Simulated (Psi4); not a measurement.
C$_{3}$H$_{7}$O, doublet, geometry from GFN2-xTB. Base run: CAM-B3LYP/6-31G** in Psi4 1.11.

Input for Psi4:
```
memory 2 GB

molecule {
0 2
  C     1.47636091    0.46690084    0.43656209
  O     0.67912262    0.16234169   -0.62321348
  C    -0.43280872   -0.65426045   -0.34422677
  C    -1.53589260    0.10514891    0.39027090
  H     2.33584498    1.04898782    0.16980171
  H     1.50487155   -0.20483374    1.27848841
  H    -0.12026787   -1.52387992    0.25181567
  H    -0.79348822   -1.00042701   -1.31669844
  H    -1.86163835    0.95462183   -0.20442846
  H    -1.16166216    0.47186307    1.34336563
  H    -2.38259847   -0.55180144    0.56772592
}

set basis 6-31g**
set reference uks

energy('cam-b3lyp')
print_variables()
```

Variants of this job, named by their change:

| change | basis functions | E (Eh) | dipole (D) | core-seconds (rough) |
|---|---|---|---|---|
| base | 95 | -193.58799 | 1.31 | 10 |
| basis = STO-3G | 27 | -191.10456 | 1.35 | 7 |
| basis = 6-31G | 50 | -193.51740 | 1.62 | 10 |
| basis = 3-21G | 50 | -192.51390 | 1.47 | 8 |
| basis = def2-SV(P) | 70 | -193.42083 | 1.34 | 10 |
| basis = 6-31+G* | 90 | -193.58826 | 1.51 | 10 |
| basis = cc-pVDZ | 91 | -193.58565 | 1.25 | 10 |
| basis = 6-311++G** | 137 | -193.64145 | 1.49 | 20 |
| basis = 6-311+G(2d,p) | 150 | -193.64625 | 1.43 | 20 |
| basis = aug-pcseg-1 | 155 | -193.55774 | 1.39 | 30 |
| basis = cc-pVTZ | 218 | -193.65790 | 1.31 | 40 |
| basis = pcseg-2 | 218 | -193.66552 | 1.40 | 30 |
| basis = def2-TZVPP | 222 | -193.66531 | 1.35 | 40 |

Totals compare only among sets that treat the same electrons; sets with core potentials leave the core out.

Open shells are given as the SCF converged; they aren't shown to be the lowest states, and a large step between rows can be another state.
